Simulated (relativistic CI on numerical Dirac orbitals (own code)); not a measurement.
Radial Dirac CI calculation of Ti III.

Command:

```sh
python run_levels.py task.json out
```

Input:

```
atom Ti  Z=22  charge=2  electrons=20
nucleus A=48  rms_radius_fm=3.5921
hamiltonian dirac-coulomb  breit=on  qed=on  c_scale=1
orbitals kli  potential=per-configuration
slater_scale 2
correlation none
mixing on
grid step=0.0125 r_max=49.7
scf mixing=0.4 start=green max_iterations=72 tolerance=2e-08 node_fill=0.05
configurations
  [Ar] 3d2
  [Ar] 3d 4s
  [Ar] 3d 4p
  [Ar] 4s2
  [Ar] 3d 4d
end
```

Output:

```
SCF 1: [Ar] 3d2
 iter      energy (Ha)   residual   last orbital (Ha)
    1      -848.136441   1.35e+00     -1.82373
    2      -851.578264   5.10e-01     -1.17668
    3      -852.109624   6.17e-02     -0.94112
    4      -852.126101   3.85e-02     -1.00286
    5      -852.129797   6.61e-03     -0.98005
    6      -852.129833   1.19e-04     -0.97162
    7      -852.129840   3.91e-05     -0.97173
    8      -852.129843   4.85e-06     -0.97170
    9      -852.129843   1.44e-06     -0.97170
   10      -852.129843   2.11e-08     -0.97170
   11      -852.129843   5.07e-10     -0.97170
SCF 2: [Ar] 3d 4s
 iter      energy (Ha)   residual   last orbital (Ha)
    1      -848.822318   1.26e+00     -1.02400
    2      -851.469637   5.05e-01     -0.88585
    3      -851.980738   5.99e-02     -0.81308
    4      -851.996046   2.43e-02     -0.81341
    5      -851.996976   8.35e-03     -0.80939
    6      -851.996970   9.58e-05     -0.80549
    7      -851.996977   9.90e-05     -0.80540
    8      -851.996977   1.68e-05     -0.80535
    9      -851.996977   6.90e-07     -0.80534
   10      -851.996977   3.55e-08     -0.80534
   11      -851.996977   4.53e-10     -0.80534
SCF 3: [Ar] 3d 4p
 iter      energy (Ha)   residual   last orbital (Ha)
    1      -848.665869   1.26e+00     -0.80616
    2      -851.298704   5.02e-01     -0.69391
    3      -851.806779   6.28e-02     -0.63730
    4      -851.822707   2.07e-02     -0.63509
    5      -851.823340   6.95e-03     -0.63235
    6      -851.823365   2.60e-04     -0.62957
      ... 15 steps not shown
SCF 5: [Ar] 3d 4d
 iter      energy (Ha)   residual   last orbital (Ha)
    1      -848.497713   1.27e+00     -0.49934
    2      -851.075870   5.07e-01     -0.43714
    3      -851.571877   6.08e-02     -0.40402
    4      -851.591289   1.83e-02     -0.40107
    5      -851.591986   2.33e-03     -0.39979
    6      -851.591887   1.43e-04     -0.39973
    7      -851.591902   6.45e-05     -0.39973
    8      -851.591908   7.92e-06     -0.39975
    9      -851.591907   4.83e-06     -0.39975
   10      -851.591907   1.44e-07     -0.39975
   11      -851.591908   3.05e-09     -0.39975
orbital energies (Ha): 2s -20.6446  2p1/2 -17.3816  2p3/2 -17.1694  3s -3.1395  3p1/2 -2.2813  3p3/2 -2.2577  3d3/2 -0.9736  3d5/2 -0.9717
configuration averages (Ha): Dirac-Coulomb, Breit, QED
  3d2                           -852.129843    0.264534    0.175507
  3d 4s                         -851.996977    0.265054    0.175695
  3d 4p                         -851.823376    0.265036    0.175565
  4s2                           -851.695525    0.265667    0.175929
  3d 4d                         -851.591908    0.264883    0.175567
levels: no., configuration, term, J, E (cm-1), weight
   1 3d2                    3F   2                0.0  1.00
   2 3d2                    3F   3              166.6  1.00
   3 3d2                    3F   4              382.6  1.00
   4 3d2                    1D   2            21534.1  0.98
   5 3d2                    3P   0            26768.4  1.00
   6 3d2                    3P   1            26818.9  1.00
   7 3d2                    3P   2            26903.9  1.00
   8 3d2                    1G   4            34577.4  1.00
   9 3d 4s                  3D   1            43340.8  1.00
  10 3d 4s                  3D   2            43464.9  1.00
  11 3d 4s                  3D   3            43658.6  1.00
  12 3d 4s                  1D   2            53546.7  0.97
  13 3d 4p                  1D*  2            76054.9  1.00
  14 3d2                    1S   0            77290.2  0.82
lowest total energy -851.766282 Ha
end: converged
```

Against the reference input this run has: Slater scale 2. The reference run ends at -851.728657 Ha with Breit and QED terms. The iteration limit was 72 against 150. This setting is bad on purpose; its numbers may not be properties of the ion.

With so few configurations and no correlation, terms lie too far apart (by 10 to 50 % or more near neutrality), their order can be wrong, and levels of other configurations are missing. Terms and fine structure of an open d or f shell near neutrality can be off by tens of per cent either way.

Run time about 0.25 s of CPU on one thread of Neoverse-V1 (shared host).
